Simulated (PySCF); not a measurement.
Molfile (atoms numbered from 1):
```
C4H12Si
     RDKit          3D

 17 16  0  0  0  0  0  0  0  0999 V2000
    2.6635    0.1038   -0.1662 C   0  0  0  0  0  0  0  0  0  0  0  0
    1.2660    0.3388    0.3944 C   0  0  0  0  0  0  0  0  0  0  0  0
   -0.0072   -0.9326   -0.2308 Si  0  0  0  0  0  4  0  0  0  0  0  0
   -1.7398   -0.4777    0.4190 C   0  0  0  0  0  0  0  0  0  0  0  0
   -2.3173    0.7766   -0.2290 C   0  0  0  0  0  0  0  0  0  0  0  0
    2.6576    0.1805   -1.2509 H   0  0  0  0  0  0  0  0  0  0  0  0
    3.3698    0.8359    0.2231 H   0  0  0  0  0  0  0  0  0  0  0  0
    3.0200   -0.8887    0.0990 H   0  0  0  0  0  0  0  0  0  0  0  0
    0.9498    1.3509    0.1346 H   0  0  0  0  0  0  0  0  0  0  0  0
    1.3135    0.3029    1.4850 H   0  0  0  0  0  0  0  0  0  0  0  0
    0.3637   -2.2706    0.2527 H   0  0  0  0  0  0  0  0  0  0  0  0
   -0.0282   -0.9433   -1.7005 H   0  0  0  0  0  0  0  0  0  0  0  0
   -2.4208   -1.3111    0.2417 H   0  0  0  0  0  0  0  0  0  0  0  0
   -1.7074   -0.3347    1.5004 H   0  0  0  0  0  0  0  0  0  0  0  0
   -3.3094    0.9969    0.1634 H   0  0  0  0  0  0  0  0  0  0  0  0
   -1.6812    1.6387   -0.0400 H   0  0  0  0  0  0  0  0  0  0  0  0
   -2.3997    0.6458   -1.3058 H   0  0  0  0  0  0  0  0  0  0  0  0
  1  2  1  0
  2  3  1  0
  3  4  1  0
  4  5  1  0
  1  6  1  0
  1  7  1  0
  1  8  1  0
  2  9  1  0
  2 10  1  0
  3 11  1  0
  3 12  1  0
  4 13  1  0
  4 14  1  0
  5 15  1  0
  5 16  1  0
  5 17  1  0
M  END
```

Geometry: GFN2-xTB; GIAO shifts from PySCF, gas phase, non-relativistic, averaged over equivalent atoms.

At mPW1PW91/pcSseg-1 (152 basis functions, roughly 50 core-seconds):
| atoms | δ (ppm) |
| --- | --- |
| C1/C5 | 12.0 |
| C2/C4 | 5.9 |
| Si3 | -30.3 |
| H11/H12 | 3.95 |
| H6/H7/H8/H15/H16/H17 | 1.13 |
| H9/H10/H13/H14 | 0.70 |

References, each an isolated molecule treated in the same way: ¹³C (σref 186.06), ²⁹Si (σref 347.91), ¹H (σref 31.77) against TMS.

**Question.** Estimate the result of repeating the calculation with PBE0/6-31++G**.

**Answer.** 
```json
{"atoms": "C1/C5", "δ at PBE0/6-31++G**": "11.8", "change": "-0.2"}
{"atoms": "C2/C4", "δ at PBE0/6-31++G**": "7.0", "change": "+1.1"}
{"atoms": "Si3", "δ at PBE0/6-31++G**": "-21.9", "change": "+8.4"}
{"atoms": "H11/H12", "δ at PBE0/6-31++G**": "4.05", "change": "+0.10"}
{"atoms": "H6/H7/H8/H15/H16/H17", "δ at PBE0/6-31++G**": "1.16", "change": "+0.03"}
{"atoms": "H9/H10/H13/H14", "δ at PBE0/6-31++G**": "0.84", "change": "+0.14"}
```

δ = σ(ref) − σ, references computed at the same level: ¹³C (σref 198.46), ²⁹Si (σref 407.86), ¹H (σref 31.85) vs TMS.

The largest change is at Si3 (silicon bonded to 2 C, 2 H). Cost: 166 basis functions, about 50 core-seconds.
